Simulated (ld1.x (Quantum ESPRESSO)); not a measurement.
thallium, ultrasoft: configuration errors across variants

```json
{
 "Element": "Tl (Z = 81)",
 "Generator": "ld1.x (Quantum ESPRESSO) 7.5",
 "Type": "ultrasoft",
 "Functional": "LDA (PZ)",
 "Relativity": "fully relativistic",
 "Frozen core": "[Xe] 4f14 5d10",
 "Valence charge": "3",
 "Reference configuration": "6s2 6p1",
 "Partial waves": "6s (bound): rcut 1.85, rcutus 2.10 bohr; 6s channel at 1.85 Ry: rcut 1.85, rcutus 2.10 bohr; 6p (bound): rcut 1.95, rcutus 2.40 bohr; 6p channel at 2.25 Ry: rcut 1.95, rcutus 2.40 bohr",
 "Local potential": "all-electron potential smoothed inside 1.95 bohr (lloc = -1)",
 "Core correction": "none",
 "Augmentation charge": "PSQ, radius 1.95 bohr"
}
```

Open shells are filled in proportion to 2j + 1 (rel_dist='average').

All-electron excitation energies from the reference (eV): (1) 6s2 6p0 5.517; (2) 6s1 6p0 26.719; (3) 6s2 6p0.5 2.018; (4) 6s2 6p1.3 -0.577; (5) 6s1 6p1 13.762; (6) 6s1 6p2 7.359.

A true bound ghost makes a file unfit for plane-wave use even where its test errors are small: the radial tests pick states by their node count and pass the ghost by.

Errors AE − PS in meV (a dash: test not solved or not reliable):

```csv
change,(1),(2),(3),(4),(5),(6),bound ghosts
base,+28,+103,+4.6,+0.5,+8.7,+33,d
core correction a·sin(br)/r model core inside 0.78 bohr,-35,-453,-5.7,-1.0,-137,-42,d
core correction a·sin(br)/r model core inside 1.04 bohr,-35,-452,-5.7,-1.0,-137,-42,d
core correction a·sin(br)/r model core inside 1.28 bohr,-35,-451,-5.7,-1.0,-137,-42,d
core correction a·sin(br)/r model core inside 1.48 bohr,-35,-449,-5.7,-1.0,-137,-42,d
core correction a·sin(br)/r model core inside 1.62 bohr,-35,-447,-5.6,-1.0,-136,-42,d
core correction a·sin(br)/r model core inside 2.06 bohr,-34,-429,-5.5,-1.0,-129,-37,d
core correction a·sin(br)/r model core inside 2.26 bohr,-33,-411,-5.4,-1.0,-122,-33,d
core correction a·sin(br)/r model core inside 2.58 bohr,-30,-355,-5.0,-0.9,-102,-22,d
```

Give the same row for: core correction a·sin(br)/r model core inside 1.84 bohr.

-34, -441, -5.7, -1.0, -134, -40; bound ghosts: d.
